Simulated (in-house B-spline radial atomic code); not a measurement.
# Tb²⁺: [Xe] 4f9

Method: Dirac-Kohn-Sham PBEsol, spherical fractional occupations, Fermi nucleus of rms radius 5.06 fm. Calculated with a radial B-spline atomic code at the basis-set limit.

Screening seen three ways: the hydrogenic charge with the same mean radius, Z_r = [3n² - l(l+1)]/(2<r>), the one with the same energy, Z_e = n√(-2ε), and Slater's rules. Values are occupation-weighted means over j. An effective charge above Z reflects the relativistic contraction of the inner shells.

```json
{"shell": "1s", "electrons": "2", "ε (eV)": "-51788", "<r> (bohr)": "0.02151", "Z_r": "69.72", "Z_e": "61.70", "Slater": "64.70"}
{"shell": "2s", "electrons": "2", "ε (eV)": "-8592.4", "<r> (bohr)": "0.09099", "Z_r": "65.94", "Z_e": "50.26", "Slater": "60.85"}
{"shell": "2p", "electrons": "6", "ε (eV)": "-7670.3", "<r> (bohr)": "0.08054", "Z_r": "62.08", "Z_e": "47.49", "Slater": "60.85"}
{"shell": "3s", "electrons": "2", "ε (eV)": "-1916.1", "<r> (bohr)": "0.2391", "Z_r": "56.47", "Z_e": "35.60", "Slater": "53.75"}
{"shell": "3p", "electrons": "6", "ε (eV)": "-1628.5", "<r> (bohr)": "0.2375", "Z_r": "52.64", "Z_e": "32.82", "Slater": "53.75"}
{"shell": "3d", "electrons": "10", "ε (eV)": "-1237.8", "<r> (bohr)": "0.2166", "Z_r": "48.48", "Z_e": "28.61", "Slater": "43.85"}
{"shell": "4s", "electrons": "2", "ε (eV)": "-390.23", "<r> (bohr)": "0.5416", "Z_r": "44.31", "Z_e": "21.42", "Slater": "37.25"}
{"shell": "4p", "electrons": "6", "ε (eV)": "-294.87", "<r> (bohr)": "0.5731", "Z_r": "40.14", "Z_e": "18.62", "Slater": "37.25"}
{"shell": "4d", "electrons": "10", "ε (eV)": "-160.28", "<r> (bohr)": "0.6244", "Z_r": "33.63", "Z_e": "13.73", "Slater": "25.85"}
{"shell": "5s", "electrons": "2", "ε (eV)": "-61.355", "<r> (bohr)": "1.326", "Z_r": "28.28", "Z_e": "10.62", "Slater": "11.60"}
{"shell": "5p", "electrons": "6", "ε (eV)": "-38.881", "<r> (bohr)": "1.558", "Z_r": "23.43", "Z_e": "8.45", "Slater": "11.60"}
{"shell": "4f", "electrons": "9", "ε (eV)": "-16.825", "<r> (bohr)": "0.8938", "Z_r": "20.14", "Z_e": "4.45", "Slater": "16.20"}
```

The least bound orbital is 4f7/2 at -16.49 eV, while the most diffuse is 5p3/2 (<r> = 1.591 bohr against 0.9013 bohr): energy order and size order differ.

Spin-orbit splittings of the orbital energies (j = l + 1/2 above j = l - 1/2 when positive): 2p 746.1 eV, 3p 154 eV, 3d 33.61 eV, 4p 34.34 eV, 4d 6.201 eV, 5p 4.435 eV, 4f 0.7888 eV.

For the 1s electron the small component carries 5.87 % of the norm, the zero-frequency Breit interaction raises the level by 158.7 eV, self-energy by 95.39 eV, and vacuum polarisation lowers it by 15.78 eV.
